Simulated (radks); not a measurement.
Be IV, configuration 1s(up 0.625, down 0.375) (fractional occupations, a model configuration).

Calculated with a radial shooting solver on a logarithmic mesh with Libxc functionals: scalar-relativistic Kohn-Sham, PBEsol, spin-polarised, spherical densities, point nucleus.

Energy parts (hartree):
total: -7.74991
kinetic: 7.73296
electron-nucleus: -15.73098
Hartree: 1.22336
exchange-correlation: -0.97525

Orbitals (lengths in bohr, moments of r in powers of bohr; <r^-3> diverges for s and p1/2):
orbital   occ.  eigenvalue (hartree)  <1/r>   <r^2>  <r^-3>
1s up    0.625              -6.86554  3.946  0.1963       -
1s down  0.375              -6.69659  3.911  0.2008       -

The highest occupied level is 1s down at -182.22 eV. Spin moment in Bohr magnetons: 0.25. Summed over all electrons, <r^2> = 0.1980 bohr^2, which gives a Langevin (diamagnetic) susceptibility term of -0.157 x 10^-6 cm^3/mol. The density falls to 0.001 e/bohr^3 at r = 1.27 bohr.
